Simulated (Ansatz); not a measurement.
Isolated molecules relaxed with PBE0-D4/def2-TZVP in Ansatz; ΔE leaves out vibrations. CCSD(T)/CBS is the MP2 limit (def2-TZVPP, def2-QZVPP) plus CCSD(T) − MP2 in def2-TZVPP, frozen cores. This one scheme is used for every species. DFT in def2-TZVPP. B3LYP here is the variant with VWN-RPA as its local correlation; programs differ in this. For Ga outer-core shells are correlated without core-valence functions, which leaves a few kJ/mol of doubt a bond. Scalar relativity is left out up to krypton. Each species was taken in one conformer, which may not be the lowest.

Reaction (substitution at a C–N bond): `C[NH][Ga]([NH2])[Cl]` + `[NH2][AlH][OH]` → `C[O][AlH][NH2]` + `[NH2][Ga]([NH2])[Cl]`

`C[NH][Ga]([NH2])[Cl]`:

Cartesian coordinates in Å:
```
C -0.999 -0.943 1.083
N -0.781 -0.706 -0.323
Ga 0.402 0.430 -1.069
N 1.498 1.543 -0.154
Cl 0.420 0.549 -3.211
H -0.771 -1.976 1.376
H -0.357 -0.293 1.681
H -2.032 -0.730 1.384
H -1.364 -1.256 -0.932
H 2.244 2.011 -0.642
H 1.739 1.372 0.808
```

`[NH2][AlH][OH]`:

Z-matrix (Å, degrees):
```
N
Al 1 1.760
H 1 1.006 2 124.4
H 1 1.007 2 125.1 3 -180.0
O 2 1.698 1 116.8 3 -180.0
H 2 1.579 1 120.8 3 -0.1
H 5 0.955 2 123.2 1 180.0
```

`C[O][AlH][NH2]`:

```xyz
10

C    -1.312    1.355   -0.564
O    -0.126    0.686   -0.262
Al    0.254   -0.847    0.330
N     1.959   -1.231    0.543
H    -1.330    1.637   -1.622
H    -2.205    0.747   -0.364
H    -1.392    2.273    0.028
H    -0.871   -1.898    0.683
H     2.302   -2.112    0.889
H     2.723   -0.609    0.339
```

`[NH2][Ga]([NH2])[Cl]`:

```xyz
8

N    -1.384   -0.804   -0.399
Ga    0.185    0.094   -0.411
N     1.092    0.656    1.047
Cl    1.045    0.531   -2.326
H    -1.706   -1.258   -1.237
H    -1.726   -1.263    0.428
H     0.656    0.719    1.952
H     1.837    1.325    0.945
```

| level | ΔE (kJ/mol) | difference from CCSD(T)/CBS |
| --- | --- | --- |
| BLYP-D4 | 16.4 | -4.7 |
| B3LYP-D4 | 16.0 | -5.1 |
| r2SCANh-D4 | 17.0 | -4.1 |
| CAM-B3LYP-D4 | 15.1 | -6.0 |
| B3LYP | 13.2 | -7.9 |
| BHLYP | 12.5 | -8.6 |
| LC-ωPBE | 16.9 | -4.2 |
| SCS-MP2/def2-TZVPP | 19.9 | -1.2 |
| HF/def2-QZVPP | 8.1 | -13.0 |
| HF/CBS(def2) | 8.0 | -13.1 |
| CCSD(T)/CBS | 21.1 | 0 |

Largest T1 diagnostic among the species: 0.012.

Leaving LDA and LC-ωPBE aside and taking each functional with its dispersion term where it has one, the values, not all of them listed here, spread over 6.0 kJ/mol, from BHLYP-D4 to revPBE-D4. LDA lies +3.0 kJ/mol from PBE without D4. At CCSD(T), def2-SVP lies −4.5 kJ/mol from the extrapolated value and def2-TZVPP −1.1 kJ/mol.

CCSD(T)/CBS has its own doubt, a few kJ/mol and more with outer-core shells, so smaller differences from it don't rank the levels.
